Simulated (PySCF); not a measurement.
**Working out the ionisation energy of Sb**

Sb [Kr] 4d10 5s2 5p3 (4S) → Sb⁺ [Kr] 4d10 5s2 5p2 (3P). Calculation: PySCF 2.14, in x2c-TZVPPall with one added diffuse shell each of s, p, d, f type (9s7p5d3f, 76 functions); the spin-free X2C one-electron Hamiltonian (Gaussian nucleus). Frozen: [Ar] 3d10. Energies in hartree (1 hartree = 27.21139 eV):

```tsv
part	Sb (lower)	Sb⁺ (upper)
UHF	-6477.953565	-6477.637596
MP2 opposite-spin	-0.252804	-0.244830
MP2 same-spin	-0.145586	-0.133669
```

**Question.** What does Hartree-Fock give?

**Answer.** (-6477.637596) − (-6477.953565) = 0.315969 hartree = 8.598 eV.

**Question.** What do MP2 and SCS-MP2 (6/5 opposite-spin, 1/3 same-spin) give?

**Answer.** The opposite-spin parts differ by 0.217 eV and the same-spin parts by 0.324 eV. MP2: 8.598 + (0.217) + (0.324) = 9.139 eV. SCS-MP2: 8.598 + 1.2 × (0.217) + (0.324)/3 = 8.966 eV.

Measured between the centres of the two terms (NIST): 9.124 eV, so MP2 (valence and next inner shell) is off by 0.015 eV.

What remains against the reference includes basis incompleteness, the frozen core and correlation beyond second order.
